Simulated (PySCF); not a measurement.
**Correlation energy of Cd(33+) (cadmium, charge +33)**

[Ne] 3s2 3p3, high-spin 4S determinant. Calculation: PySCF 2.14, in an even-tempered Gaussian basis (16 s from 5.3 bohr⁻², ratio 2.5; 10 p from 6.9 bohr⁻², ratio 2.5; 4 d from 29 bohr⁻², ratio 2.7; 4 f from 43 bohr⁻², ratio 2.7); no relativity, point nucleus. Frozen: 1s2; 13 electrons correlated; the 17 highest virtual orbitals of each spin left out.

```
  level  correlation energy (mhartree)
   CCSD                        -506.68
    (T)                          -1.15
CCSD(T)                        -507.83
```

Diagnostics: T1 = 0.00037, D1 = 0.0012, largest double amplitude 0.026.

A non-relativistic calculation at this Z misses sizeable relativistic shifts. Spin-orbit coupling is strong in this species (close to jj coupling), so the high-spin LS determinant is a model state, not a physical level.

Cost of the coupled-cluster step: about 18 core-seconds, for 13 correlated electrons.

Iterations:

```
CC2 = 0
CCSD nocc = (np.int64(8), np.int64(5)), nmo = (76, 76)
frozen orbitals [[0, 77, 78, 79, 80, 81, 82, 83, 84, 85, 86, 87, 88, 89, 90, 91, 92, 93], [0, 77, 78, 79, 80, 81, 82, 83, 84, 85, 86, 87, 88, 89, 90, 91, 92, 93]]
max_cycle = 100
direct = 0
conv_tol = 1e-08
conv_tol_normt = 1e-06
diis_space = 8
diis_start_cycle = 0
Init t2, MP2 energy = -0.489922037714685
Init E_corr(UCCSD) = -0.489922037714695
cycle = 1  E_corr(UCCSD) = -0.503014558635076  dE = -0.0130925209  norm(t1,t2) = 0.0116446
cycle = 2  E_corr(UCCSD) = -0.505861748887127  dE = -0.00284719025  norm(t1,t2) = 0.00276331
cycle = 3  E_corr(UCCSD) = -0.50668970853094  dE = -0.000827959644  norm(t1,t2) = 0.000681487
cycle = 4  E_corr(UCCSD) = -0.506684294474263  dE = 5.41405668e-06  norm(t1,t2) = 2.20633e-05
cycle = 5  E_corr(UCCSD) = -0.506684274289967  dE = 2.01842961e-08  norm(t1,t2) = 2.12233e-07
cycle = 6  E_corr(UCCSD) = -0.506684286847093  dE = -1.25571267e-08  norm(t1,t2) = 1.13373e-08
cycle = 7  E_corr(UCCSD) = -0.506684286672498  dE = 1.74595671e-10  norm(t1,t2) = 8.37334e-10
UCCSD converged
E(UCCSD) = -4614.646237295763  E_corr = -0.5066842866724975
UCCSD(T) correction = -0.00114750095668692
```

At this charge a non-relativistic calculation is a model, useful for the Z dependence of the correlation energy.

Spin-orbit coupling is strong in this species, so the high-spin LS determinant is a model state.
